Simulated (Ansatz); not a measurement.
Relaxation of the cluster Cu₃H₄ with UKS PBE-D4/def2-SVP.

```sh
$ ansatz run in.yaml --threads 4 --pin off --events-out ev --progress --plain --max-ram 3916MiB
```

```yaml
crystal:
  periodic: [false, false, false]
  atoms:
    - {symbol: Cu, position_ang: [1.172510, -0.392730, 0.152690]}
    - {symbol: Cu, position_ang: [-0.098210, 1.545250, 0.506680]}
    - {symbol: Cu, position_ang: [-1.116330, -0.363200, -0.399790]}
    - {symbol: H, position_ang: [1.490940, -1.155720, -1.066540]}
    - {symbol: H, position_ang: [-1.321540, -1.724780, 0.122350]}
    - {symbol: H, position_ang: [-1.243440, 1.266860, -0.570050]}
    - {symbol: H, position_ang: [1.116080, 0.824320, 1.254660]}
basis:
  gaussian: {orbitals: def2-SVP}
magnetization: {spin_polarized: true, initial_magnetization: 1}
hamiltonian: {xc: pbe, dispersion: d4}
scf: {lower_state_search: "off"}
output: {orbitals: {seedname: orbitals}}
relax: {f_tol: 0.02, max_steps: 100}
```

It took 30 s on 4 threads of Arm Neoverse V1 on a shared host.

Positions (Å) and forces (eV/Å) at steps 1, 2, 3, 4, 5, 6, 7, 8, 9, 10, 11, 12, 13, 15 of 15:

```xyz
7
step=1 energy=-133947.0815 eV
Cu    1.173   -0.393    0.153    0.266    0.058    0.181
Cu   -0.098    1.545    0.507    0.008   -0.028   -0.007
Cu   -1.116   -0.363   -0.400   -0.276    0.129   -0.125
H     1.491   -1.156   -1.067   -0.140   -0.488   -0.376
H    -1.322   -1.725    0.122    0.203   -0.606    0.024
H    -1.243    1.267   -0.570   -0.338    0.603   -0.328
H     1.116    0.824    1.255    0.278    0.332    0.630
7
step=2 energy=-133947.2756 eV
Cu    1.176   -0.382    0.177    0.121   -0.038   -0.007
Cu   -0.098    1.555    0.510    0.010   -0.079   -0.025
Cu   -1.122   -0.340   -0.413   -0.117   -0.050   -0.021
H     1.336   -1.269   -1.032   -0.138   -0.164   -0.031
H    -1.157   -1.779    0.034    0.154   -0.138   -0.068
H    -1.286    1.334   -0.571   -0.161    0.283   -0.104
H     1.151    0.881    1.296    0.131    0.186    0.256
7
step=3 energy=-133947.3441 eV
Cu    1.177   -0.382    0.202   -0.008   -0.084   -0.055
Cu   -0.097    1.552    0.508    0.004   -0.031   -0.011
Cu   -1.124   -0.326   -0.432    0.022   -0.107   -0.007
H     1.182   -1.368   -0.966   -0.033    0.044    0.096
H    -0.998   -1.806   -0.074    0.019    0.091   -0.052
H    -1.337    1.387   -0.550   -0.015    0.034    0.040
H     1.197    0.944    1.312    0.011    0.053   -0.010
7
step=4 energy=-133947.3524 eV
Cu    1.174   -0.388    0.222    0.008   -0.026   -0.022
Cu   -0.096    1.551    0.508    0.001   -0.006   -0.004
Cu   -1.116   -0.322   -0.452    0.005   -0.052   -0.001
H     1.131   -1.413   -0.906    0.012    0.028    0.043
H    -0.952   -1.807   -0.149   -0.028    0.042   -0.022
H    -1.370    1.395   -0.509    0.015   -0.002    0.032
H     1.230    0.982    1.286   -0.012    0.015   -0.025
7
step=5 energy=-133947.3596 eV
Cu    1.207   -0.366    0.227    0.027    0.146    0.106
Cu   -0.093    1.546    0.511    0.005    0.054    0.020
Cu   -1.109   -0.341   -0.453    0.017    0.114    0.016
H     1.163   -1.457   -0.806   -0.023   -0.106   -0.083
H    -1.052   -1.837   -0.284   -0.023   -0.120   -0.021
H    -1.396    1.388   -0.425   -0.039   -0.044   -0.038
H     1.280    1.066    1.230    0.036   -0.045    0.000
7
step=6 energy=-133947.3683 eV
Cu    1.248   -0.332    0.239    0.032    0.168    0.105
Cu   -0.087    1.551    0.516    0.018    0.065    0.024
Cu   -1.091   -0.362   -0.443    0.023   -0.031    0.006
H     1.173   -1.500   -0.705   -0.071   -0.072   -0.053
H    -1.159   -1.881   -0.436   -0.003    0.041   -0.024
H    -1.420    1.372   -0.352   -0.029   -0.087   -0.034
H     1.336    1.152    1.181    0.030   -0.085   -0.024
7
step=7 energy=-133947.3382 eV rejected
Cu    1.225   -0.329    0.262    0.014   -0.256   -0.253
Cu   -0.083    1.585    0.516   -0.037   -0.137   -0.061
Cu   -1.057   -0.330   -0.448   -0.001   -0.551   -0.049
H     1.037   -1.443   -0.832   -0.009    0.363    0.302
H    -1.022   -1.888   -0.297   -0.070    0.392   -0.032
H    -1.393    1.353   -0.476    0.171    0.095    0.137
H     1.293    1.052    1.275   -0.068    0.093   -0.044
7
step=8 energy=-133947.3854 eV
Cu    1.278   -0.300    0.262    0.038    0.066    0.034
Cu   -0.080    1.559    0.523    0.006    0.010   -0.003
Cu   -1.049   -0.382   -0.450    0.046   -0.240   -0.013
H     1.082   -1.479   -0.679   -0.115    0.063    0.023
H    -1.186   -1.916   -0.489    0.000    0.190   -0.017
H    -1.410    1.336   -0.347    0.007   -0.044   -0.007
H     1.365    1.183    1.180    0.018   -0.044   -0.018
7
step=9 energy=-133947.4097 eV
Cu    1.301   -0.277    0.275    0.056    0.015    0.025
Cu   -0.072    1.563    0.525   -0.023   -0.027   -0.026
Cu   -1.014   -0.403   -0.451    0.081   -0.263   -0.047
H     0.992   -1.449   -0.662   -0.156    0.122    0.038
H    -1.191   -1.931   -0.520   -0.020    0.136   -0.012
H    -1.399    1.301   -0.351    0.033    0.005    0.022
H     1.382    1.195    1.184    0.029    0.011    0.000
7
step=10 energy=-133947.4638 eV
Cu    1.356   -0.232    0.303    0.072   -0.024    0.026
Cu   -0.061    1.562    0.532   -0.010   -0.057   -0.035
Cu   -0.948   -0.445   -0.462    0.129   -0.552   -0.079
H     0.866   -1.413   -0.590   -0.266    0.239    0.071
H    -1.259   -1.984   -0.630    0.051    0.394    0.019
H    -1.390    1.249   -0.321    0.037   -0.004    0.033
H     1.436    1.263    1.168   -0.013    0.005   -0.035
7
step=11 energy=-133947.5768 eV
Cu    1.421   -0.208    0.362    0.206    0.117    0.129
Cu   -0.043    1.545    0.513   -0.069   -0.045   -0.037
Cu   -0.842   -0.528   -0.469   -0.058   -0.166   -0.045
H     0.711   -1.344   -0.484   -0.185    0.014   -0.022
H    -1.331   -1.982   -0.779    0.055    0.209    0.012
H    -1.399    1.177   -0.267    0.055   -0.080    0.015
H     1.483    1.341    1.125   -0.005   -0.049   -0.052
7
step=12 energy=-133947.5864 eV
Cu    1.482   -0.185    0.423   -0.050   -0.018   -0.044
Cu   -0.050    1.521    0.515    0.056    0.008   -0.025
Cu   -0.803   -0.555   -0.468   -0.273   -0.022   -0.030
H     0.619   -1.336   -0.369    0.272   -0.126    0.058
H    -1.370   -1.944   -0.926    0.099    0.189    0.041
H    -1.407    1.096   -0.217   -0.058    0.015    0.011
H     1.530    1.404    1.042   -0.047   -0.047   -0.011
7
step=13 energy=-133947.6028 eV
Cu    1.470   -0.197    0.418    0.005    0.016    0.001
Cu   -0.048    1.530    0.486    0.022    0.012    0.006
Cu   -0.816   -0.549   -0.446    0.030    0.046    0.009
H     0.646   -1.389   -0.304   -0.018   -0.003    0.008
H    -1.337   -1.888   -0.984   -0.026   -0.084   -0.035
H    -1.445    1.091   -0.168    0.000    0.015    0.016
H     1.531    1.401    0.997   -0.013   -0.002   -0.004
7
step=15 energy=-133947.6041 eV
Cu    1.470   -0.194    0.413   -0.004   -0.002    0.001
Cu   -0.042    1.535    0.481    0.002   -0.001    0.004
Cu   -0.821   -0.549   -0.448   -0.001   -0.007    0.003
H     0.623   -1.403   -0.255    0.001    0.003    0.000
H    -1.319   -1.888   -1.032    0.004    0.007    0.001
H    -1.455    1.086   -0.127    0.001    0.001   -0.003
H     1.544    1.413    0.967   -0.003   -0.001   -0.006
```

The relaxation made no stability test and no search for a lower SCF solution. The structure comes from a short search, and lower isomers may exist.
